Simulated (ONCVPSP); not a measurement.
**Before and after: ONCV potential for nickel (Ni)**

nickel, optimised norm-conserving Vanderbilt (ONCV), made with ONCVPSP 4.0.1 (Wu-Cohen, scalar-relativistic). Core [Ne], reference 3s2 3p6 3d8 (charge +2). Waves: 3s: rc 0.80 bohr, ncon 4, nbas 9, qcut 7.2 1/bohr, 2 projectors, debl 0.5 Ha; 3p: rc 0.70 bohr, ncon 3, nbas 6, qcut 12.3 1/bohr, 2 projectors, debl 3.1 Ha; 3d: rc 1.35 bohr, ncon 5, nbas 9, qcut 11.1 1/bohr, 1 projector. Local part: polynomial inside 0.45 bohr (lpopt 4, dvloc0 6 Ha). Core correction: Teter function, fcfact 5.75, rcfact 1.25.

In the s channel the program set the typed energies aside and used -4.796, 0.250 Ha. In the p channel the program set the typed energies aside and used -3.344, 0.250 Ha.

Change: s: qcut 10.7.

Cutoffs: the cutoffs (Ha) at which the residual kinetic energy of the hardest occupied pseudo-wave falls to 1 and 0.1 mHa per electron; they do not see the model core or the augmentation charge, which bear on the density cutoff. Errors are all-electron minus pseudo energies relative to the spin-unpolarised reference configuration.

Question: Predict the effect on cutoff, ghosts and configuration errors.

Answer: The potential gets softer (360 Ha and 452 Ha → 76 Ha and 337 Ha); the errors of the 4 common tests hardly move; neither file shows a bound ghost.

| quantity | base | changed |
| --- | --- | --- |
| cutoff, loose | 360 Ha | 76 Ha |
| cutoff, tight | 452 Ha | 337 Ha |
| loose cutoff by channel | s 360 Ha, p 70 Ha, d 55 Ha | s 76 Ha, p 70 Ha, d 55 Ha |
| bound ghosts | none | none |
| GHOST(+) flags under 300 eV | none | none |
| error for 3s2 3p6 3d8 4s2, meV [ΔE -26.61 eV] | +8.2 | +8.9 |
| error for 3s2 3p6 3d8 4s1, meV [ΔE -17.25 eV] | +3.5 | +3.8 |
| error for 3s2 3p6 3d7, meV [ΔE 37.47 eV] | +9.3 | +9.3 |
| error for 3s2 3p6 3d9 4s1, meV [ΔE -28.21 eV] | -6.6 | -6.6 |
| s: phases at 0.81 bohr within 0.05 rad from the reference energy up to (Ha; the scan ends near 5) | to the end of the scan | to the end of the scan |
| p: phases at 0.71 bohr within 0.05 rad from the reference energy up to (Ha; the scan ends near 5) | to the end of the scan | to the end of the scan |
| d: phases at 1.37 bohr within 0.05 rad from the reference energy up to (Ha; the scan ends near 5) | 1.1 | 1.1 |
| rms error of d²Exc/dni dnj with the model core, mHa | 1.78 | 1.59 |
